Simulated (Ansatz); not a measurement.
Input file for CH$_{2}$BrClOSi (`ClC1(Br)O[SiH2]1`):

```yaml
crystal:
  periodic: [false, false, false]
  atoms:
    - {symbol: Cl, position_ang: [-0.382488, -1.581840, 1.654900]}
    - {symbol: C, position_ang: [-0.129768, -0.797239, 0.108325]}
    - {symbol: Br, position_ang: [-0.729336, -1.913031, -1.350358]}
    - {symbol: O, position_ang: [1.175357, -0.304409, -0.069447]}
    - {symbol: Si, position_ang: [0.093958, 0.990851, -0.086145]}
    - {symbol: H, position_ang: [0.145340, 1.885747, 1.085019]}
    - {symbol: H, position_ang: [-0.111862, 1.651920, -1.387994]}
basis:
  gaussian: {orbitals: def2-SVP}
correlation: {method: ccsd_t}
```

```sh
$ ansatz run in.yaml --threads 4 --pin off --events-out ev --progress --plain
```

The program prints (abridged):

```
Functional definition: HF
1007 factors; integrals over basis functions are off by at most 1.2e-3 eV
mean field evaluation 1: about -93441.9298 eV, gradient 3.6e1 eV
mean field evaluation 2: about -93441.9743 eV, gradient 3.6e1 eV
mean field evaluation 4: about -93445.1261 eV, gradient 3.1e0 eV
mean field evaluation 8: about -93445.1882 eV, gradient 2.6e-1 eV
mean field evaluation 16: about -93445.0767 eV, gradient 3.1e0 eV
mean field -93445.18878397 eV, -3434.0473483869 hartree, gradient 9.4e-6 eV, S^2 0.000000; 0 other end points of the search recorded, 0 dependent functions left out
21 core orbitals not correlated: weight in the atoms' cores, before any rotation towards them, 1.000 or more for the frozen orbitals, at most 0.000 for the correlated occupied ones
reference -93445.18878397 eV, -3434.0473483869 hartree; 20, 20 occupied and 65, 65 virtual orbitals, 1007 factors
second order -21.23318770 eV of doubles, -0.00000000 eV of singles
cycle   1  -21.30988532 eV  change   -7.7e-2 eV  update   1.2e-1
cycle   2  -21.88402572 eV  change   -5.7e-1 eV  update   3.6e-2
cycle   3  -22.02501538 eV  change   -1.4e-1 eV  update   2.0e-2
cycle   4  -22.01067071 eV  change    1.4e-2 eV  update   5.5e-3
cycle   5  -22.01020305 eV  change    4.7e-4 eV  update   2.8e-3
cycle   6  -22.01106312 eV  change   -8.6e-4 eV  update   8.6e-4
cycle   7  -22.01041258 eV  change    6.5e-4 eV  update   3.6e-4
cycle   8  -22.01038157 eV  change    3.1e-5 eV  update   1.0e-4
cycle   9  -22.01043071 eV  change   -4.9e-5 eV  update   4.9e-5
perturbative correction -0.66559558 eV, -0.0244601862 hartree
Total energy: -93467.86481025 eV, -3434.8806769824 hartree
```

Hardware: 4 threads of a server CPU on a shared host. Wall time 5.5 s, peak host memory 0.45 GiB.

The correlation energy is -22.676 eV, 2.9 % of it from (T); the T1 diagnostic reads 0.0126.
